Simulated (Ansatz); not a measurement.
Ansatz (a first-principles code) input:

Ansatz 0.2 input:
```yaml
crystal:
  periodic: [false, false, false]
  atoms:
    - {symbol: Rb, position_ang: [-0.00000000, -0.00000000, -0.90239267]}
    - {symbol: Cl, position_ang: [0.00000000, 0.00000000, 1.96403109]}
basis:
  gaussian:
    orbitals: def2-TZVPD
hamiltonian:
  xc: {name: CAM-B3LYP}
total_charge: -1
magnetization: {spin_polarized: true, initial_magnetization: 1}
```

Question: Which total energy does the run end on?

Answer: -484.40132 Eh (CAM-B3LYP/def2-TZVPD). The basis has 79 functions.

This state (charge -1, doublet) is run at the relaxed geometry of the species with charge 0 and multiplicity 1.
